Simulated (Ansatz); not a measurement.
Two isomers of CH8FNOSi2: A = `CO[Si](N)(F)[SiH3]`, B = `C[SiH](F)N[SiH2]O`.

Gas-phase electronic energies from Ansatz, PBE0-D4/def2-TZVP geometries. CCSD(T)/CBS adds triple-zeta CCSD(T) − MP2 to the extrapolated MP2 energy (def2 sets, frozen cores). DFT in def2-TZVPP. B3LYP here is the variant with VWN-RPA as its local correlation; programs differ in this. One conformer a species, not always the lowest.

Task: Which is lower in electronic energy at CCSD(T)/CBS, and by how much? (Estimate.)

Result: The calculation gave: B, by 39.5 kcal/mol.

Task: Give E(B) − E(A) in kcal/mol with B3LYP-D4, CCSD/def2-TZVPP, CCSD(T)/def2-TZVPP, r2SCAN-D4, HF/def2-TZVPP, B3LYP, MP2/def2-TZVPP. (Estimate.)

Result: Ansatz gave: B3LYP-D4 -36.5, CCSD/def2-TZVPP -38.9, CCSD(T)/def2-TZVPP -38.7, r2SCAN-D4 -37.6, HF/def2-TZVPP -38.5, B3LYP -35.9, MP2/def2-TZVPP -42.4. None reverses the order clearly.

Largest T1 diagnostic: 0.012.

From PBE to PBE0 (25 % exact exchange), in def2-TZVPP and without D4, E(B) − E(A) moves by −2.1 kcal/mol.
